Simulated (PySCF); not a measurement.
From one molecule to another.

First species: C4H5Br.
SMILES: `BrC=C1CC1`

Second species: C4H5Br.
Numbering: `[CH:1]#[C:2][C@H:3]([CH3:4])[Br:5]` (hydrogens: H6 on C1; H7 on C3; H8, H9, H10 on C4)

Levels: B3LYP/def2-SVPD for dipole moment, HOMO energy, LUMO energy, HOMO–LUMO gap, static isotropic polarisability and electronic spatial extent ⟨r²⟩ about the centre of nuclear charge; TDDFT B3LYP/def2-SVPD for lowest singlet excitation; TDA B3LYP/def2-SVPD for lowest triplet excitation (Tamm–Dancoff); ΔSCF B3LYP/def2-SVPD for vertical ionisation energy; PBE0-D3(BJ)/def2-SVP for rotational constant A and rotational constant C. Geometries: PBE0-D3(BJ)/def2-SVP. Each species is one conformer at its optimised geometry, gas phase, non-relativistic unless stated. Electronic properties by PySCF.

(1) Which of the two has the higher S1 energy, and by how much?

(2) Which of the two has the higher static isotropic polarisability, and by how much?

(3) Which has the higher rotational constant A?

(4) Which has the higher HOMO energy?

(5) Which has the higher HOMO–LUMO gap?

(6) Which of the two has the higher dipole moment, and by how much?

(7) Which has the higher ⟨r²⟩?

(8) Which has the higher vertical ionisation energy?

Results:

(1) The first: 5.52 eV against 5.32 eV, a difference of 0.20 eV.

(2) The first: 72.5 au against 71.5 au, a difference of 1.0 au.

(3) The first: 13.751 GHz against 5.279 GHz, a difference of 8.472 GHz.

(4) The first: -6.85 eV against -7.62 eV, a difference of 0.77 eV.

(5) The second: 6.41 eV against 6.32 eV, a difference of 0.09 eV.

(6) The first: 2.06 D against 1.93 D, a difference of 0.13 D.

(7) The first: 862 bohr² against 743 bohr², a difference of 119 bohr².

(8) The second: 9.92 eV against 9.09 eV, a difference of 0.83 eV.

On the first: The dipole equals about 6.9 × 10⁻³⁰ C·m (1 D = 3.33564 × 10⁻³⁰ C·m). The calculation is non-relativistic and has no spin–orbit coupling, an omission that weighs most on bromine.

On the second: In atomic units the dipole is 0.76 e·bohr (1 au = 2.5417 D). In wavenumbers S1 is 42900 cm⁻¹ (1 eV = 8065.54 cm⁻¹). Relativistic effects, spin–orbit coupling among them, are left out although an element past zinc is present.
